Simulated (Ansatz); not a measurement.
Two isomers of C2H6S2Si: A = `CS[Si]SC`, B = `C1[SiH2]SCS1`.

Computed with Ansatz on PBE0-D4/def2-TZVP structures; ΔE is electronic, products minus reactants. CCSD(T)/CBS adds triple-zeta CCSD(T) − MP2 to the extrapolated MP2 energy (def2 sets, frozen cores). DFT in def2-TZVPP. B3LYP here is the variant with VWN-RPA as its local correlation; programs differ in this. One conformer a species, not always the lowest.

A:

Z-matrix (Å, degrees):
```
C
S 1 1.815
H 1 1.089 2 111.3
H 1 1.090 2 106.3 3 -118.7
H 1 1.088 2 110.4 3 122.9
Si 2 2.136 1 113.5 3 -100.4
S 6 2.136 2 108.4 1 24.1
C 7 1.815 6 113.5 2 24.1
H 8 1.090 7 106.3 6 140.9
H 8 1.088 7 110.4 6 22.5
H 8 1.088 7 111.2 6 -100.4
```

B:

```xyz
11

C    -0.454    0.238   -1.147
Si    1.315    0.150   -0.507
S     1.011   -0.402    1.534
C    -0.817   -0.331    1.468
S    -1.461    0.800    0.235
H    -0.546    0.985   -1.939
H    -0.805   -0.722   -1.534
H     1.994    1.465   -0.626
H     2.129   -0.868   -1.224
H    -1.198   -1.340    1.302
H    -1.168    0.025    2.437
```

(1) Which is lower in electronic energy at CCSD(T)/CBS, and by how much? (An estimate is asked.)

(2) Give E(B) − E(A) in kJ/mol with PBE0-D4, B3LYP-D4, B2PLYP, HF/def2-TZVPP, CCSD/def2-TZVPP, ωB97M-V, r2SCAN-D4. (An estimate is asked.)

Largest T1 diagnostic: 0.015.

Results:

(1) Ansatz gave: B, by 29.2 kJ/mol.

(2) Computed: PBE0-D4 -28.9, B3LYP-D4 -10.4, B2PLYP -19.9, HF/def2-TZVPP -34.3, CCSD/def2-TZVPP -29.7, ωB97M-V -24.4, r2SCAN-D4 -25.9. None reverses the order clearly.

From PBE to PBE0 (25 % exact exchange), in def2-TZVPP and without D4, E(B) − E(A) moves by −18.1 kJ/mol.
